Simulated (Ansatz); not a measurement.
A structure relaxed at PBE0-D4/def2-TZVP, charge 0, multiplicity 1:

```xyz
10

B    -1.595   -0.314    0.937
N    -0.247   -0.494    0.599
Si    0.560    0.298   -0.695
O     2.101    0.503   -0.207
F     0.575   -0.600   -2.014
H    -2.248    0.464    0.302
H    -2.070   -0.931    1.845
H     0.295   -1.149    1.146
H    -0.145    1.540   -1.047
H     2.773    0.684   -0.866
```

Give its formula and SMILES.

BFH5NOSi, `BN[SiH](O)F`.

Summarise the bond lengths by kind.

1 × B–N 1.402 Å; 2 × B–H 1.196 to 1.198 Å; 1 × N–Si 1.718 Å; 1 × H–N 1.011 Å; 1 × O–Si 1.629 Å; 1 × F–Si 1.596 Å; 1 × H–Si 1.472 Å; 1 × H–O 0.958 Å.

All numbers were calculated with Ansatz.
